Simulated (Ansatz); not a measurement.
Molecule: C$_{3}$H$_{4}$Cl (charge -1, singlet). It need not be the lowest isomer of its formula. Whether it binds its extra electron was not tested at this geometry. 
Coordinates optimised at B3LYP-D3(BJ)/def2-TZVP (Ansatz, a program for electronic structure):
```
C
C 1 1.3017
H 2 1.0910 1 133.83
C 1 1.5126 2 114.42 3 0.00
H 4 1.0977 1 110.62 2 121.84
H 4 1.0977 5 105.33 1 -119.55
H 4 1.1141 5 106.82 6 -113.34
Cl 2 1.9020 3 103.02 1 180.00
```
Charge -1, spin multiplicity 1.

Basis-set convergence of Hartree-Fock and CCSD(T) correlation energies (hartree) with Ansatz. Valence correlation only, unless marked. No spin-orbit coupling. Non-relativistic.

```csv
basis,functions,E(HF),"E(corr, CCSD(T))",rough core time
aug-cc-pV(D+d)Z,137,-575.36859,-0.65784,under 20 s
aug-cc-pV(T+d)Z,285,[?],[?],80 s
```

Q: What belongs in the gaps?

A: 
- aug-cc-pV(T+d)Z, E(HF): -575.40848
- aug-cc-pV(T+d)Z, E(corr, CCSD(T)): -0.78848
